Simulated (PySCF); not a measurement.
C₂H₅FN₂Si, SMILES N[Si@@H]1C=N[C@@H]1F. Atoms are numbered in the order given.

```xyz
11

N      2.0135     0.4985     0.3912
Si     0.4065     0.8805    -0.0611
C     -1.0353     0.5119     1.1250
N     -1.5696    -0.4392     0.4338
C     -0.7148    -0.5307    -0.7717
F     -0.1157    -1.7732    -0.8485
H      2.2820    -0.4104     0.7521
H      2.8081     1.0843     0.1653
H      0.4660     2.2212    -0.7150
H     -1.4873     0.8286     2.0774
H     -1.3251    -0.3954    -1.6824
```
Charge 0, spin multiplicity 1.

Geometry: B3LYP-D3(BJ)/def2-SVP. The structure was generated by enumeration; whether it is a known compound was not checked. One conformer was computed; it need not be the lowest.

Level of theory: ωB97X/def2-TZVP run with PySCF.

```
Property                                                                                                        Value
---------------------------------------------------------------------------------------------  ----------------------
total energy                                                                                       -578.08616 hartree
highest occupied level                                                                                       -9.47 eV
lowest empty level                                                                                            1.16 eV
orbital gap                                                                                                  10.63 eV
dipole moment                                                                                                  3.48 D
quadrupole, principal values (traceless, Buckingham form, about the centre of nuclear charge)   -5.69, 0.20, 5.50 D·Å
mean static polarisability                                                                       58.8 bohr³ (8.72 Å³)
polarisability, principal values                                                               50.7, 58.6, 67.1 bohr³
```
